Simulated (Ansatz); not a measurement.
Input for Ansatz (a first-principles code): R-PBE0/def2-TZVPP on C3H6O (SMILES C=CCO).

Ansatz 0.2 input:
```yaml
crystal:
  periodic: [false, false, false]
  atoms:
    - {symbol: C, position_ang: [-1.45173052, 0.38569934, -0.43926718]}
    - {symbol: C, position_ang: [-0.61241339, -0.54711827, -0.01392082]}
    - {symbol: C, position_ang: [0.83656268, -0.33501703, 0.28035932]}
    - {symbol: O, position_ang: [1.20156278, 1.01504163, 0.04191119]}
    - {symbol: H, position_ang: [-2.49151010, 0.15599804, -0.63114158]}
    - {symbol: H, position_ang: [-1.12103799, 1.40176734, -0.60560591]}
    - {symbol: H, position_ang: [-0.95906868, -1.56358784, 0.14885604]}
    - {symbol: H, position_ang: [1.42949545, -1.01788408, -0.34572799]}
    - {symbol: H, position_ang: [1.03113034, -0.61488700, 1.32615517]}
    - {symbol: H, position_ang: [2.13700944, 1.11998789, 0.23838174]}
basis:
  gaussian:
    orbitals: def2-TZVPP
hamiltonian:
  xc: {name: PBE0}
scf: {lower_state_search: off}
```

It printed:

```
WARN ansatz: RAYON_NUM_THREADS=2 ignored (pool sized by the plan → 2); use --threads N
Functional definition: PBE0
these checks for a lower state are left out or cut short: stability, starts, cluster_reference, orbital_swaps, neighbouring_geometries, increment
integrals: 0.09 GiB planned
1045 factors; their error is unknown
mean field: 0.98 GiB planned
mean field evaluation 1: about -5243.2550 eV, gradient 6.0e1 eV
mean field evaluation 2: about -5239.1185 eV, gradient 7.6e1 eV
mean field evaluation 4: about -5250.8928 eV, gradient 3.7e0 eV
mean field evaluation 8: about -5250.9229 eV, gradient 7.0e-2 eV
mean field evaluation 16: about -5250.9219 eV, gradient 2.3e-5 eV
mean field -5250.92189900 eV, -192.9678205855 hartree, gradient 3.6e-6 eV, S^2 0.000000; 0 other end points of the search recorded, 0 dependent functions left out
reference -5250.92192817 eV, -192.9678216575 hartree; 16, 16 occupied and 192, 192 virtual orbitals, 1045 factors
Total energy: -5250.92192817 eV, -192.9678216575 hartree
Checks for a lower state left out: stability, starts, cluster_reference, orbital_swaps, neighbouring_geometries, increment
```

The run converged.

Cost: about 4 core-seconds (a rough figure).
